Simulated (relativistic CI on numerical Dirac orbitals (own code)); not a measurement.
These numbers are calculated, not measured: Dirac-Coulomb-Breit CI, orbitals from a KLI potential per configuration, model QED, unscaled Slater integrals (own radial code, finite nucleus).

Configuration list (outside the closed core 1s2): 2s²2p⁵, 2s2p⁶, 2p⁶3s, 2p⁶3p, 2p⁶3d, 2s²2p⁴3s, 2s²2p⁴3p, 2s²2p⁴3d, 2s2p⁵3s, 2s2p⁵3p, 2s2p⁵3d, 2s²2p⁴4s, 2s²2p⁴4p, 2s²2p⁴4d, 2s²2p⁴4f, 2s2p⁵4s, 2s2p⁵4p, 2s²2p³3s², 2s²2p⁴5s, 2s2p⁵4d, 2s²2p⁴5p, 2s2p⁵4f, 2s²2p⁴5d, 2s²2p⁴5f, 2s²2p³3s3p, 2s²2p⁴5g, 2s²2p³3p², 2s²2p³3s3d, 2s²2p³3p3d, 2s2p⁴3s², 2s2p⁴3s3p, 2s²2p³3d², 2s2p⁵5s, 2s2p⁵5p, 2s2p⁵5d, 2s2p⁴3p². Levels of other configurations are missing.

At this charge energies of transitions that change n are usually good to better than 1 %, and those within a shell (Δn = 0) to a few per cent.

Outline of the computed level scheme of Zn XXII. Lowest level of each configuration: 2s²2p⁵ ²P°3/2 at 0.00 eV; 2s2p⁶ ²S1/2 at 169.50 eV; 2s²2p⁴3s ⁴P5/2 at 1106.09 eV; 2s²2p⁴3p ⁴P°3/2 at 1143.70 eV; 2s²2p⁴3d ⁴D5/2 at 1197.41 eV.

Some strong electric-dipole decays among the lowest 45 levels: 2s²2p⁴3d ²F5/2 → 2s²2p⁵ ²P°3/2 (1.3e+13 s⁻¹); 2s²2p⁴3d ²D3/2 → 2s²2p⁵ ²P°3/2 (9.4e+12 s⁻¹); 2s²2p⁴3d ⁴P1/2 → 2s²2p⁵ ²P°3/2 (8.3e+12 s⁻¹); 2s²2p⁴3d ⁴F3/2 → 2s²2p⁵ ²P°3/2 (4.6e+12 s⁻¹); 2s²2p⁴3s ²P3/2 → 2s²2p⁵ ²P°3/2 (3.8e+12 s⁻¹); 2s²2p⁴3d ⁴F5/2 → 2s²2p⁵ ²P°3/2 (3.2e+12 s⁻¹); 2s²2p⁴3s ²D3/2 → 2s²2p⁵ ²P°1/2 (2.6e+12 s⁻¹); 2s²2p⁴3s ²P1/2 → 2s²2p⁵ ²P°1/2 (2.6e+12 s⁻¹).

LS names give the leading component of a level, which can be under half, so a name can repeat, a term be missing and a line seem to break the LS rules.
